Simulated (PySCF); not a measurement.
Basis and Hamiltonian dependence of the excitation energy of Al

Al [Ne] 3s2 3p1 (2P) → Al [Ne] 3s1 3p2, s spin flipped. All values are computed (PySCF 2.14, energy differences of UHF-based or UKS calculations, no spin-orbit coupling). Values in eV.

```csv
basis,Hamiltonian,functions,UHF,LDA,PBE0,MP2 (valence)
aug-cc-pVDZ-DK,spin-free X2C,27,5.950,5.132,5.294,5.594
x2c-TZVPPall,spin-free X2C,42,5.955,5.112,5.275,5.565
def2-TZVPPD,non-relativistic,48,5.931,5.081,5.250,5.536
aug-cc-pVTZ-DK,spin-free X2C,50,5.947,5.110,5.276,5.566
dyall-av2z,non-relativistic,50,5.919,5.088,5.254,5.570
x2c-QZVPPall,spin-free X2C,70,5.941,5.104,5.268,5.556
def2-QZVPPD,non-relativistic,76,5.915,5.073,5.239,5.527
aug-cc-pVQZ-DK,spin-free X2C,84,5.941,5.118,5.274,5.552
"aug-cc-pCVTZ-DK with one added diffuse shell each of s, p, d, f type",spin-free X2C,91,5.947,5.115,5.278,5.568
dyall-acv3z,spin-free X2C,113,5.941,5.104,5.266,5.560
dyall-acv3z,non-relativistic,113,5.915,5.073,5.237,5.532
"aug-cc-pV(Q+d)Z with one added diffuse shell each of s, p, d, f, g type",non-relativistic,114,5.915,5.086,5.244,5.523
```

Frozen in the all-electron rows: valence: [Ne].

In the upper determinant the s electron has its spin opposite to the other open shell, which mixes two multiplicities.
